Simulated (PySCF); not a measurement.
**Nd(NH2)3: from a saddle point downhill**

PySCF 2.14.0, RKS PBE0, Nd lcecp-1-SVP with ECP49, N def2-SVP, H def2-SVP; non-relativistic Hamiltonian with scalar-relativistic core potentials where named; density fitting; no spin-orbit coupling. Relaxed within the symmetry of its start, the geometry (D3h) is

```xyz
10

Nd    0.0000    0.0000    0.0000
N     2.2668    0.0000    0.0000
H     2.8950   -0.0001    0.8053
H     2.8950   -0.0001   -0.8053
N    -1.1334    1.9631    0.0000
H    -1.4475    2.5072    0.8053
H    -1.4475    2.5072   -0.8053
N    -1.1334   -1.9631    0.0000
H    -1.4476   -2.5071    0.8053
H    -1.4476   -2.5071   -0.8053
```

and its lowest harmonic modes are -470, -470, -434, -119, 115, 115 cm⁻¹ (negative: unstable). It was moved along the lowest mode and relaxed again, within the group C2 that the move left.

Problem. Where does it end, and how much lower?

Solution. In D3h, 0.975 eV lower, after 35 steps:
```xyz
10

Nd   -0.0033    0.0000    0.0000
N     2.2305   -0.0013    0.0004
H     2.8500   -0.8085    0.0905
H     2.8510    0.8052   -0.0895
N    -1.1157    1.9239   -0.2208
H    -2.1278    2.0613   -0.2327
H    -0.7165    2.8579   -0.3288
N    -1.1180   -1.9226    0.2204
H    -0.7199   -2.8570    0.3285
H    -2.1303   -2.0588    0.2319
```

Problem. How do the contacts change?

Solution. 
| contact | saddle (Å) | end (Å) |
| --- | --- | --- |
| Nd1–N2 (NH2) | 2.267 | 2.234 |
| Nd1–N5 (NH2) | 2.267 | 2.233 |
| Nd1–N8 (NH2) | 2.267 | 2.233 |


Problem. Is the end a minimum?

Solution. Yes, as far as the noise of the softest modes lets one tell (those above −25 cm⁻¹ count as noise); lowest modes -19, 110, 110, 289, 290, 302 cm⁻¹.

An lcecp potential fixes the number of 4f electrons, so in runs with it no electron can move into or out of that shell.

State: singlet in the valence, with the 4f electrons in the core potential.
